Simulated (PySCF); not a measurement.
## Nonlinear optical response: SMILES C#CC=C=C(C#C)[Se]C, C$_{8}$H$_{6}$Se

Cartesian coordinates in Å; atom numbers follow the order of the lines, from 1:
```xyz
15

C     2.855   -1.265    0.597
C     2.124   -0.726   -0.208
C     1.280   -0.112   -1.177
C     0.205    0.591   -0.879
C    -0.887    1.256   -0.573
C    -0.914    2.662   -0.358
C    -0.987    3.857   -0.168
Se   -2.598    0.394   -0.374
C    -2.003   -1.430   -0.621
H     3.499   -1.736    1.316
H     1.557   -0.241   -2.234
H    -1.038    4.918    0.000
H    -1.236   -1.684    0.123
H    -2.888   -2.063   -0.473
H    -1.610   -1.576   -1.636
```

Computed with quadratic response CAM-B3LYP/aug-cc-pVDZ first hyperpolarisability, Taylor convention, gas phase in PySCF 2.14.0. Geometry: PBE0-D3(BJ)/def2-SVP.

The calculation is non-relativistic, which matters for the atoms heavier than Zn.

(1) Give β for the processes computed.

(2) Which lowest excitations, dipole and polarisabilities go with it?

## Answers

(1) In au, Taylor convention; the vector part is βᵢ = ⅓ Σⱼ (βᵢⱼⱼ + βⱼᵢⱼ + βⱼⱼᵢ); β∥ is 3/5 of the vector part along the dipole, the dipole points from − to +:
| process | λ (nm) | β vector norm | β∥ | β HRS | depolarisation ratio |
| --- | --- | --- | --- | --- | --- |
| static β(0;0,0) | ∞ | 198.0 | 107.3 | 91.3 | 3.72 |
| second harmonic β(−2ω;ω,ω) | 1907 | 212.4 | 115.6 | 99.7 | 3.61 |
| Pockels β(−ω;ω,0) | 1907 | 202.6 | 110.0 | – | – |
| second harmonic β(−2ω;ω,ω) | 1064 | 252.1 | 138.5 | 123.8 | 3.35 |
| Pockels β(−ω;ω,0) | 1064 | 213.5 | 116.2 | – | – |

(2) S1 3.70 eV (f = 0.001); S2 4.89 eV (f = 0.143); S3 4.93 eV (f = 0.027); dipole 1.19 D; isotropic α 135.8 au static, 136.6 au at 1907 nm, 138.3 au at 1064 nm, 138.9 au at 953.5 nm, 146.9 au at 532 nm.
